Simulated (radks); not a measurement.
Results of a calculation; reference values are marked as such.
All-electron atom: Ca II in [Ar] 4s1. Level of theory: scalar-relativistic Kohn-Sham, AM05, spin-polarised, spherical densities, point nucleus; open shells are filled with parallel spins first (a radial shooting solver on a logarithmic mesh with Libxc functionals).

Radial electron density D(r) = 4 pi r^2 rho(r):

r (bohr),D(r) (e/bohr),spin D(r)
0.005608,1.763,0.000872
0.007361,2.816,0.00139
0.009585,4.344,0.00213
0.01258,6.602,0.00321
0.01638,9.568,0.00459
0.02133,13.25,0.00620
0.028,17.45,0.00777
0.03646,21.12,0.00859
0.04786,23.32,0.00781
0.06232,23.00,0.00491
0.0818,20.36,0.000605
0.1065,17.61,-0.00152
0.1387,17.51,0.00304
0.182,20.98,0.0153
0.237,24.38,0.0248
0.3111,22.63,0.0177
0.4051,15.28,0.00131
0.5318,7.913,0.0103
0.6925,6.098,0.0522
0.9017,7.511,0.0655
1.184,7.116,0.0126
1.541,4.265,0.00220
2.023,1.639,0.141
2.634,0.6316,0.319
3.457,0.3824,0.350
4.502,0.2008,0.199
5.862,0.05581,0.0558
7.694,0.006470,0.00647
10.02,0.0002978,0.000298

D(r) has 3 maxima, at r = 0.0527, 0.255, 1.00 bohr, and minima at 0.123, 0.660 bohr, inside which lie 2.15, 10.35 electrons.
